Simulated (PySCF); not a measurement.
## Trend along the halogens: MTl molecules

CCSD(T) with triple-zeta basis sets in PySCF, for the lowest determinant that a PBE0 search found; no spin–orbit coupling. De refers to high-spin ground-configuration atoms.

```json
{"M": "F", "basis": "def2-TZVPP", "reference, frozen orbitals": "RHF, 5", "state (unpaired electrons)": "singlet (closed shell)", "Re (Å)": "2.099", "ωe (cm⁻¹)": "479", "De (eV)": "4.99"}
{"M": "Cl", "basis": "x2c-TZVPPall", "reference, frozen orbitals": "RHF, 39", "state (unpaired electrons)": "singlet (closed shell)", "Re (Å)": "2.508", "ωe (cm⁻¹)": "286", "De (eV)": "4.23"}
{"M": "Br", "basis": "x2c-TZVPPall", "reference, frozen orbitals": "RHF, 43", "state (unpaired electrons)": "singlet (closed shell)", "Re (Å)": "2.648", "ωe (cm⁻¹)": "192", "De (eV)": "3.93"}
```

The shortest bond is that of TlF (2.099 Å), the longest that of TlBr (2.648 Å).

The rows differ in basis set, which adds steps of its own.

Down a group the atoms grow and get heavier, so bonds lengthen and wavenumbers fall; this series shows no clear exception.

Correlated steps freeze the inner cores (5 to 43 orbitals); shallow outer-core shells are correlated. These are scalar-relativistic numbers at best; spin–orbit coupling would shift them, the dissociation energy most. Where the molecule has an RHF reference, its open-shell atoms are computed with UHF.
